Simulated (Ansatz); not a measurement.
A run for Ansatz (a quantum-chemistry and plane-wave program): R-PBE/def2-TZVPP on CH3BrTe (SMILES C[Te]Br), a point of a torsion scan. Elements past Kr take the def2 small-core potentials; no spin–orbit coupling.

Ansatz 0.2 input:
```yaml
crystal:
  periodic: [false, false, false]
  atoms:
    - {symbol: C, position_ang: [-0.70292573, -0.03862254, -0.01561789]}
    - {symbol: Te, position_ang: [0.98338632, 1.31466801, 0.01162420]}
    - {symbol: Br, position_ang: [2.56394629, -0.33884073, -0.94487577]}
    - {symbol: H, position_ang: [-0.86827445, -0.46201746, 0.96698509]}
    - {symbol: H, position_ang: [-1.57687837, 0.52809769, -0.30925618]}
    - {symbol: H, position_ang: [-0.52711577, -0.82731828, -0.73526333]}
basis:
  gaussian:
    orbitals: def2-TZVPP
hamiltonian:
  xc: {name: PBE}
scf: {lower_state_search: off}
```

### Question
Give the final energy of this run.

### Answer
-2881.6777 hartree.
